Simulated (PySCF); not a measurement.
## Exercise with solution: oscillator strength and radiative lifetime

H3NS3W, SMILES [NH]=[W](=[S])([SH])[SH], multiplicity 1.

Geometry: B3LYP-D3(BJ)/def2-SVP. The multiplicity is an assumed one; no other spin state was optimised. The structure was generated by enumeration; whether it is a known compound was not checked. The def2 effective core potentials stand for the cores of W; spin–orbit coupling is left out. One conformer was computed; it need not be the lowest.

TDDFT-PBE0/def2-SVPD (PySCF 2.14.0) puts the first singlet state with f over 0.02 at 3.72 eV (vertical), with the transition dipole (0.095, 0.376, -0.537) in atomic units.

Problem. Find the oscillator strength, the wavelength and the radiative lifetime that this transition would have in vacuum if emission retraced absorption.

Solution. 
|μ|² = 0.4388 au, so |μ| = 1.68 D. ΔE = 3.72/27.211 = 0.1367 hartree. f = (2/3) ΔE |μ|² = 0.040 (the program prints 0.040).
λ = 1239.84/3.72 = 333 nm; ν = 30004 cm⁻¹.
Einstein's coefficient A = 0.6670 ν² f s⁻¹ (ν in cm⁻¹) = 2.4e7 s⁻¹, so τ = 1/A = 42 ns. This state is S2; the lower singlet has f = 0.008. The figure is the radiative limit of this one transition; relaxation, internal conversion, crossing to triplets and a medium change what is measured.
